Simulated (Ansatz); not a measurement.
`C#[C][SnH2][C]#C` + `FC[SiH2]F` → `C#C[SiH](F)CF` + `C#[C][SnH3]`  (formal exchange of groups at a C–Sn bond)

Program: Ansatz. Geometries: PBE0-D4/def2-TZVP. ΔE: electronic, gas phase. CBS: MP2 limit from def2 TZ/QZ plus the TZ coupled-cluster correction, frozen cores. DFT in def2-TZVPP. def2 core potentials past Kr. For Sn outer-core shells are correlated without core-valence functions, which leaves a few kJ/mol of doubt a bond. Each species was taken in one conformer, which may not be the lowest.

```json
{"species": "`C#[C][SnH2][C]#C`", "BLYP-D4 energy (Eh)": "-368.93295"}
{"species": "`FC[SiH2]F`", "BLYP-D4 energy (Eh)": "-529.82367"}
{"species": "`C#C[SiH](F)CF`", "BLYP-D4 energy (Eh)": "-606.00070"}
{"species": "`C#[C][SnH3]`", "BLYP-D4 energy (Eh)": "-292.76861"}
```

(1) Work out ΔE.

Largest T1 diagnostic among the species: 0.014.

## Answers

(1) ΔE = (-606.00070) + (-292.76861) − (-368.93295) − (-529.82367) = -0.01269 Eh = -0.35 eV. CCSD(T)/CBS gives -0.24 eV.

At CCSD(T), def2-SVP lies −0.07 eV from the extrapolated value and def2-TZVPP −0.00 eV. Leaving LDA and LC-ωPBE aside and taking each functional with its dispersion term where it has one, the values, not all of them listed here, spread over 0.14 eV, from B97M-V to PBE-QIDH. LDA lies −0.07 eV from PBE without D4.
